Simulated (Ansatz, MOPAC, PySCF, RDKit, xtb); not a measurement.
Noncovalent pair: CH4O (SMILES CO) (first 6 atoms) with CH2O2 (SMILES O=CO); geometry from B3LYP-D3(BJ)/def2-TZVP, rigid monomers moved along the line of their centres of mass till O2···H11 is 1.58 Å.
(charge 0, multiplicity 1):
```xyz
11

C     -0.190    -0.350     0.183
O      0.489    -0.806     1.352
H     -0.904     0.445     0.414
H     -0.729    -1.202    -0.228
H      0.520     0.011    -0.566
H      0.937    -0.055     1.780
O      0.819     0.851     3.393
C      0.009     0.217     4.031
O     -0.647    -0.851     3.605
H     -0.275     0.470     5.060
H     -0.359    -1.042     2.669
```

| level | interaction energy (kJ/mol) | cost |
|---|---|---|
| UFF | 1073.4 | - |
| PM3 | -7.3 | - |
| PM7 | -43.2 | - |
| GFN2-xTB | -41.0 | - |
| HF/aug-cc-pVDZ | -23.2 | - |
| PBE/def2-TZVPPD | -43.0 | ×1 |
| PBE-D3(BJ)/def2-TZVPPD | -49.1 | ×1 |
| B3LYP/6-311+G** (no counterpoise) | -41.7 | - |
| B3LYP-D4/def2-TZVPPD | -46.7 | ×2 |
| PBE0/def2-TZVPPD | -45.0 | ×1 |
| PBE0-D3(BJ)/def2-TZVPPD | -50.4 | ×1 |
| wB97X-V/def2-TZVPPD | -45.6 | ×3 |
| wB97M-V/def2-TZVPPD | -45.7 | ×3 |
| CCSD(T)/aug-cc-pVDZ | -34.4 | ×20 |

The rows run from -50.4 (PBE0-D3(BJ)/def2-TZVPPD) to 1073.4 kJ/mol (UFF). The dispersion term adds -6.1 in PBE-D3(BJ), -5.4 in PBE0-D3(BJ). The 4 functionals in def2-TZVPPD without D3 or D4 span 2.7, from wB97M-V to PBE.

Counterpoise-corrected where a basis set is named; no monomer relaxation. Rows marked so take none. RDKit's UFF carries no charges.

Frozen-core correlation. Rows in 6-311+G** carry no dispersion term and start afresh at each structure. The state that PM3, PM7 reach isn't checked; PM7 holds dispersion and hydrogen-bond terms.

Programs: Ansatz (a program for electronic structure) with Gaussian orbitals; MOPAC for PM3, PM7 (differences of heats of formation); PySCF for 6-311+G** rows, the dispersion terms; RDKit for the force fields; xtb for the GFN methods. 

Costs are rough ratios of core time to PBE/def2-TZVPPD (about 12 s over the structures, on one shared machine); a dash marks a level with no comparable run of its own.
